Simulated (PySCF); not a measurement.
Cl4SW, singlet, at a GFN2-xTB geometry (such geometries of metal compounds can be far from the true shape) (core potentials on W). Base run: TPSS/def2-SV(P) (PySCF).

The PySCF input:
```python
from pyscf import gto, scf, dft

mol = gto.M(
    atom='''
W     0.051366   -0.022134    0.054436
S     1.498232   -0.645604    1.587779
Cl   -1.460407    0.629305   -1.547694
Cl    0.273092    2.152599    0.491737
Cl    1.197788   -0.923650   -1.631637
Cl   -1.644164   -1.154279    0.956259
''',
    basis='def2-sv(p)',
    ecp={'W': 'def2-sv(p)'},
    charge=0,
    spin=0,
    verbose=4,
)

mf = dft.RKS(mol)
mf.xc = 'tpss'
mf.kernel()
mf.analyze()
```

The base run was repeated with changes; each row names its change, and settings that it needs were set with it.

```tsv
change	ΔE vs base (mEh)	dipole (D)	outcome
base	0.000	0.63	converged
auxbasis = cc-pvtz-ri	-	-	input refused
auxbasis = cc-pvdz-jkfit	-	-	input refused
auxbasis = even-tempered beta=3.0	___	___	converged
auxbasis = def2-tzvp-ri	-	-	input refused
auxbasis = default (with mf = mf.density_fit())	-0.357	0.63	converged
auxbasis = even-tempered beta=1.6	-0.015	0.63	converged
auxbasis = def2-svp-ri	-	-	input refused
auxbasis = cc-pvtz-jkfit	-	-	input refused
auxbasis = def2-universal-jkfit	-0.070	0.63	converged
```

### Question
Complete the blanks.

### Answer

- auxbasis = even-tempered beta=3.0, ΔE vs base (mEh): -23.621
- auxbasis = even-tempered beta=3.0, dipole (D): 0.61

A fitting set is made for a task (jfit for Coulomb, jkfit for Coulomb and exchange, ri for correlation) and for a family of orbital bases.

- auxbasis = cc-pvtz-ri: ended with `pyscf.lib.exceptions.BasisNotFoundError: Basis set not found for W in cc-pvtz-ri`
- auxbasis = cc-pvdz-jkfit: ended with `pyscf.lib.exceptions.BasisNotFoundError: Basis set not found for W in cc-pvdz-jkfit`
- auxbasis = def2-tzvp-ri: ended with `pyscf.lib.exceptions.BasisNotFoundError: Basis set not found for W in def2-tzvp-ri`
